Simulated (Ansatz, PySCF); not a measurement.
methylsilylboronic acid (CH₇BO₂Si), SMILES C[SiH2]B(O)O. Atoms are numbered in the order given.

```xyz
12

Si     0.7963    -0.4538    -0.7052
C      2.2821    -0.1125     0.4018
B     -0.9497     0.0640     0.2104
O     -0.8662     0.9273     1.2603
O     -2.1970    -0.3744    -0.1495
H      0.7583    -1.9029    -1.1063
H      0.9317     0.3130    -1.9909
H      2.2873     0.9474     0.7012
H      3.2341    -0.3363    -0.1038
H      2.2282    -0.7171     1.3207
H     -1.7436     1.1245     1.6246
H     -2.1866    -0.9943    -0.8880
```
Charge 0, spin multiplicity 1.

Geometry: r2SCAN-D4/def2-SVP. The values are those of a single conformer.

Two levels are set side by side: PBE-D3(BJ)/def2-SVP (Ansatz, a first-principles code) and r2SCAN-D4/def2-SVP (Ansatz). Each level has its own optimised geometry; the coordinates shown are those of the second. Frequencies come from the Hessian of PySCF at each geometry. Differences are taken from unrounded values.

```json
[
 {"quantity": "mean bond length (Å)", "r2SCAN-D4": "1.355"},
 {"quantity": "bond Si1–C2 (Å)", "r2SCAN-D4": "1.884"},
 {"quantity": "bond Si1–B3 (Å)", "r2SCAN-D4": "2.038"},
 {"quantity": "bond B3–O4 (Å)", "r2SCAN-D4": "1.362"},
 {"quantity": "bond B3–O5 (Å)", "r2SCAN-D4": "1.370"},
 {"quantity": "bond Si1–H6 (Å)", "r2SCAN-D4": "1.504"},
 {"quantity": "bond Si1–H7 (Å)", "r2SCAN-D4": "1.503"},
 {"quantity": "bond C2–H8 (Å)", "r2SCAN-D4": "1.101"},
 {"quantity": "bond C2–H9 (Å)", "r2SCAN-D4": "1.101"},
 {"quantity": "bond C2–H10 (Å)", "r2SCAN-D4": "1.101"},
 {"quantity": "bond O4–H11 (Å)", "r2SCAN-D4": "0.970"},
 {"quantity": "bond O5–H12 (Å)", "r2SCAN-D4": "0.964"},
 {"quantity": "highest harmonic wavenumber (cm⁻¹)", "r2SCAN-D4": "3873"},
 {"quantity": "mean harmonic wavenumber (cm⁻¹)", "r2SCAN-D4": "1280"},
 {"quantity": "zero-point energy (kcal/mol)", "r2SCAN-D4": "54.91"}
]
```

### Question
What does PBE-D3(BJ) give, and how far is it from r2SCAN-D4? (Estimate from the structure and the level; the computed values follow.)

### Answer

```json
[
 {"quantity": "mean bond length (Å)", "PBE-D3(BJ)": "1.363", "PBE-D3(BJ) minus r2SCAN-D4": "0.008"},
 {"quantity": "bond Si1–C2 (Å)", "PBE-D3(BJ)": "1.895", "PBE-D3(BJ) minus r2SCAN-D4": "0.011"},
 {"quantity": "bond Si1–B3 (Å)", "PBE-D3(BJ)": "2.043", "PBE-D3(BJ) minus r2SCAN-D4": "0.004"},
 {"quantity": "bond B3–O4 (Å)", "PBE-D3(BJ)": "1.369", "PBE-D3(BJ) minus r2SCAN-D4": "0.007"},
 {"quantity": "bond B3–O5 (Å)", "PBE-D3(BJ)": "1.377", "PBE-D3(BJ) minus r2SCAN-D4": "0.007"},
 {"quantity": "bond Si1–H6 (Å)", "PBE-D3(BJ)": "1.515", "PBE-D3(BJ) minus r2SCAN-D4": "0.011"},
 {"quantity": "bond Si1–H7 (Å)", "PBE-D3(BJ)": "1.513", "PBE-D3(BJ) minus r2SCAN-D4": "0.010"},
 {"quantity": "bond C2–H8 (Å)", "PBE-D3(BJ)": "1.109", "PBE-D3(BJ) minus r2SCAN-D4": "0.007"},
 {"quantity": "bond C2–H9 (Å)", "PBE-D3(BJ)": "1.108", "PBE-D3(BJ) minus r2SCAN-D4": "0.007"},
 {"quantity": "bond C2–H10 (Å)", "PBE-D3(BJ)": "1.108", "PBE-D3(BJ) minus r2SCAN-D4": "0.007"},
 {"quantity": "bond O4–H11 (Å)", "PBE-D3(BJ)": "0.979", "PBE-D3(BJ) minus r2SCAN-D4": "0.009"},
 {"quantity": "bond O5–H12 (Å)", "PBE-D3(BJ)": "0.973", "PBE-D3(BJ) minus r2SCAN-D4": "0.008"},
 {"quantity": "highest harmonic wavenumber (cm⁻¹)", "PBE-D3(BJ)": "3759", "PBE-D3(BJ) minus r2SCAN-D4": "-114"},
 {"quantity": "mean harmonic wavenumber (cm⁻¹)", "PBE-D3(BJ)": "1248", "PBE-D3(BJ) minus r2SCAN-D4": "-33"},
 {"quantity": "zero-point energy (kcal/mol)", "PBE-D3(BJ)": "53.51", "PBE-D3(BJ) minus r2SCAN-D4": "-1.41"}
]
```
